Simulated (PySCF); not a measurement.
C3H5ClOSi, SMILES Cl[Si@@H]1CC=CO1. Atoms are numbered in the order given.

```xyz
11

Cl     1.8807    -0.0318    -0.9403
Si     0.4754    -0.0787     0.5827
C     -0.8862    -1.3538     0.2876
C     -2.0429    -0.4311    -0.0492
C     -1.7889     0.8808     0.0784
O     -0.5371     1.2823     0.4859
H      1.2105    -0.0709     1.8646
H     -1.0865    -1.9647     1.1866
H     -0.6435    -2.0540    -0.5288
H     -3.0165    -0.8032    -0.3734
H     -2.4856     1.7006    -0.1098
```

Geometry: B3LYP-D3(BJ)/def2-SVP. The structure was generated by enumeration; whether it is a known compound was not checked. One conformer was computed; it need not be the lowest.

Calculation: PBE/def2-TZVP in PySCF.

```
Quantity                                                                                                       Result
---------------------------------------------------------------------------------------------  ----------------------
total energy                                                                                       -941.84713 hartree
highest occupied level                                                                                       -5.62 eV
lowest empty level                                                                                           -0.72 eV
orbital gap                                                                                                   4.90 eV
dipole moment                                                                                                  1.87 D
quadrupole, principal values (traceless, Buckingham form, about the centre of nuclear charge)   -3.37, 0.16, 3.20 D·Å
mean static polarisability                                                                      71.8 bohr³ (10.64 Å³)
polarisability, principal values                                                               61.3, 70.0, 84.1 bohr³
```
